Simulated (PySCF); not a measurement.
**Polarisability and C₆ of Zr⁺ (zirconium, charge +1)**

[Kr] 4d2 5s1, high-spin 4F determinant. All numbers are calculated (PySCF 2.14, scalar relativity through the core potential, in aug-cc-pVDZ-PP with ECP28MDF (5s5p4d2f, 54 functions)). Coupled (time-dependent) response in atomic units; α is the mean over directions. A double-zeta set is small for polarisabilities.

| method | mean α (bohr³) | C₆ (like pair) | S(−4) |
| --- | --- | --- | --- |
| UHF | 81.93 | 769.0 | 4588 |
| PBE | 59.07 | 511.8 | 2110 |
| PBE0 | 63.30 | 555.9 | 2502 |
| PBEsol | 59.40 | 517.3 | 2121 |
| CAM-B3LYP | 62.36 | 541.8 | 2455 |

S(−4) is the Cauchy moment in α(ω) = α(0) + S(−4) ω² + …

Spin-orbit coupling is absent.

α(iu) at PBEsol:

```tsv
u (hartree)	α(iu) (bohr³)
0	59.40
0.0500	54.60
0.100	44.43
0.200	27.28
0.300	18.21
0.500	10.41
0.750	6.586
1.00	4.700
1.50	2.793
2.00	1.841
3.00	0.9531
5.00	0.3805
```

A single London oscillator, α(iu) = α/(1 + u²/ω²), gives C₆ = (3/4) ω α². Matching the computed C₆ needs ω = 4 × 517.3 / (3 × 59.40²) = 0.195 hartree.

For an ion, C₆ is the dispersion term alone; charge-induced terms of lower order in 1/R come first.

Energies and moments cover only the electrons outside the core potential.
